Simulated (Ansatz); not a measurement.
Consider the cleavage of the Si–B bond: `OB([SiH3])CF` + `[NH2][Ge][OH]` → `[NH2][Ge][O][SiH3]` + `OBCF`.

Calculated with Ansatz (gas phase, PBE0-D4/def2-TZVP geometries, no zero-point term in ΔE). CBS: MP2 limit from def2 TZ/QZ plus the TZ coupled-cluster correction, frozen cores. Functionals use def2-TZVPP. B3LYP here is the variant with VWN-RPA as its local correlation; programs differ in this. For Ge outer-core shells are correlated without core-valence functions, which leaves a few kJ/mol of doubt a bond. Scalar relativity is left out up to krypton. Each species was taken in one conformer, which may not be the lowest.

`OB([SiH3])CF`:

Z-matrix (Å, degrees):
```
Si
B 1 2.036
H 1 1.488 2 111.3
H 1 1.488 2 111.3 3 121.3
H 1 1.495 2 109.7 3 -119.3
C 2 1.575 1 121.3 3 -61.1
O 2 1.355 1 123.2 3 119.0
F 6 1.392 2 112.1 1 0.7
H 6 1.098 2 110.8 1 -120.0
H 6 1.098 2 111.0 1 121.5
H 7 0.960 2 114.3 1 0.1
```

`[NH2][Ge][OH]`:

```xyz
6

N    -0.957    0.078   -0.116
Ge    0.311    0.897    0.917
O     1.763    0.007    0.358
H    -1.927    0.345   -0.058
H    -0.812   -0.660   -0.790
H     1.622   -0.667   -0.311
```

`[NH2][Ge][O][SiH3]`:

```xyz
9

N    -0.459    2.384   -0.014
Ge   -0.924    0.900   -0.942
O     0.088   -0.204    0.064
Si    0.404   -1.807    0.080
H    -0.803    3.306   -0.228
H     0.173    2.361    0.772
H     1.862   -2.037   -0.104
H    -0.011   -2.391    1.383
H    -0.329   -2.512   -1.010
```

`OBCF`:

```xyz
8

O    -1.372    0.811   -0.232
B    -0.041    0.601   -0.120
C     0.420   -0.869    0.192
F     1.800   -0.986    0.285
H    -1.603    1.723   -0.422
H     0.744    1.500   -0.253
H     0.070   -1.559   -0.587
H    -0.017   -1.221    1.136
```

| level | ΔE (kJ/mol) |
| --- | --- |
| r2SCAN-D4 | -118.4 |
| ωB97X-V | -120.8 |
| ωB97M-V | -124.1 |
| B2PLYP | -130.1 |
| B3LYP | -125.5 |
| HF/def2-TZVPP | -152.3 |
| MP2/def2-TZVPP | -133.6 |
| HF/def2-QZVPP | -154.6 |

Problem. What does CCSD(T)/CBS give? (Best estimate.)

Solution. The calculation gave: -125.0 kJ/mol. The listed levels differ from it by 6.6, 4.2, 0.9, -5.1, -0.5, -27.3, -8.6, -29.6 kJ/mol.

Largest T1 diagnostic among the species: 0.014.

From PBE to PBE0 (25 % exact exchange), in def2-TZVPP and without D4, ΔE moves by −9.6 kJ/mol. In def2-TZVPP, CCSD(T) changes the Hartree–Fock value by +27.2 kJ/mol (the triples alone add +3.4 kJ/mol) and MP2 by +18.7 kJ/mol.
